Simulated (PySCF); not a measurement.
The free ion Fe5+ in its d3 configuration.

Method (PySCF 2.14, density fitting): CASSCF(3,5) with orbitals averaged over all microstates of the shell, strongly contracted NEVPT2 on the averaged canonical orbitals; basis x2c-TZVPall; spin-free X2C; gas phase; spin-orbit coupling by state interaction with the mean-field operator over all roots.

CASSCF energies above the lowest CASSCF root:

```json
{"state": "4F", "CASSCF / cm⁻¹": "0"}
{"state": "4P", "CASSCF / cm⁻¹": "22344"}
{"state": "2G", "CASSCF / cm⁻¹": "22890"}
{"state": "2P", "CASSCF / cm⁻¹": "30338"}
{"state": "2H", "CASSCF / cm⁻¹": "30338"}
{"state": "2D", "CASSCF / cm⁻¹": "33053"}
{"state": "2F", "CASSCF / cm⁻¹": "52682"}
{"state": "2D", "CASSCF / cm⁻¹": "82970"}
```

Q: How does dynamic correlation (SC-NEVPT2) move these states?

A: 
```tsv
state	NEVPT2 / cm⁻¹	shift / cm⁻¹
4F	0	0
4P	19296	-3048
2G	21286	-1604
2P	27601	-2737
2H	29457	-881
2D	29027	-4026
2F	48061	-4621
2D	75353	-7617
```

In the ligand-field fit B goes from 1490 to 1294 cm⁻¹, C goes from 5644 to 5455 cm⁻¹.
